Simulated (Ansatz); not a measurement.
Problem. Name a neutral molecule of F, Ge, N, Si and H with size of the dipole moment (PBE/def2-TZVPP) between 1.85 and 2.15 D and LUMO energy (ωB97M-V/def2-TZVPP) between 1.70 and 2.00 eV (Ansatz, PBE0-D4/def2-TZVP geometry).

Solution. `F[SiH2][NH][GeH3]` (1.95 D, 1.73 eV). Other molecules can fit too; these were computed, each in one conformer that needn't be the lowest.
